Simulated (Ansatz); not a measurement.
Cyclic bis(sulfonyl)imide, `O=S1(=O)[N-]S(=O)(=O)C(F)(F)C(F)(F)C1(F)F`. Charge -1, multiplicity 3. Geometry r2SCAN-D4/def2-SVP, that of the charge -1 singlet; atoms count from 1.

```xyz
16

O    -0.114   -1.992   -2.399
S     0.007   -1.586   -0.998
O    -0.385   -2.519    0.063
N     1.421   -0.822   -0.812
S     1.769   -0.124    0.606
O     3.025    0.612    0.459
O     1.536   -0.925    1.812
C     0.442    1.207    0.682
F     0.487    1.820    1.885
F     0.688    2.128   -0.271
C    -0.987    0.665    0.478
F    -1.326   -0.089    1.537
F    -1.835    1.733    0.437
C    -1.198   -0.154   -0.811
F    -2.463   -0.627   -0.801
F    -1.065    0.674   -1.867
```

The highest occupied level of the charge -1 triplet lies above zero (up to 2.46 eV). By energy differences it is unbound by 0.59 eV (vertical, against the charge 0 doublet, at PBE0-D4/def2-SVP) and held by the finite basis. At PBE0-D4/def2-SVP a singlet of charge -1 lies 6.64 eV below the triplet at the same geometry.

Problem. Estimate the Mulliken populations from the PBE0/def2-SVP orbitals of Ansatz.

Solution. 
```json
{"atom": "O1", "charge (e)": "-0.44", "spin (α − β)": "0.16"}
{"atom": "S2", "charge (e)": "0.70", "spin (α − β)": "0.17"}
{"atom": "O3", "charge (e)": "-0.40", "spin (α − β)": "0.20"}
{"atom": "N4", "charge (e)": "-0.35", "spin (α − β)": "0.60"}
{"atom": "S5", "charge (e)": "0.70", "spin (α − β)": "0.17"}
{"atom": "O6", "charge (e)": "-0.44", "spin (α − β)": "0.16"}
{"atom": "O7", "charge (e)": "-0.40", "spin (α − β)": "0.20"}
{"atom": "C8", "charge (e)": "0.33", "spin (α − β)": "0.03"}
{"atom": "F9", "charge (e)": "-0.21", "spin (α − β)": "0.00"}
{"atom": "F10", "charge (e)": "-0.20", "spin (α − β)": "0.01"}
{"atom": "C11", "charge (e)": "0.22", "spin (α − β)": "0.25"}
{"atom": "F12", "charge (e)": "-0.19", "spin (α − β)": "0.00"}
{"atom": "F13", "charge (e)": "-0.23", "spin (α − β)": "0.03"}
{"atom": "C14", "charge (e)": "0.33", "spin (α − β)": "0.03"}
{"atom": "F15", "charge (e)": "-0.21", "spin (α − β)": "0.00"}
{"atom": "F16", "charge (e)": "-0.20", "spin (α − β)": "0.01"}
```
Mulliken values depend strongly on the basis.

Problem. Where does the spin sit?

Solution. Summed by element: O 0.71, S 0.34, N 0.60, C 0.31, F 0.05, of 2 unpaired in all. Largest on single atoms: N4 0.60, C11 0.25, O7 0.20.

Problem. And the Mayer bond orders between heavy atoms (over 0.3)?

Solution. O1–S2 1.56 (1.46 Å); S2–O3 1.60 (1.47 Å); S2–N4 0.95 (1.62 Å); S2–C14 0.79 (1.88 Å); N4–S5 0.95 (1.62 Å); S5–O6 1.56 (1.46 Å); S5–O7 1.60 (1.47 Å); S5–C8 0.79 (1.88 Å); C8–F9 1.06 (1.35 Å); C8–F10 1.03 (1.35 Å); C8–C11 0.92 (1.54 Å); C11–F12 1.04 (1.34 Å); C11–F13 0.96 (1.36 Å); C11–C14 0.92 (1.54 Å); C14–F15 1.06 (1.35 Å); C14–F16 1.03 (1.35 Å).
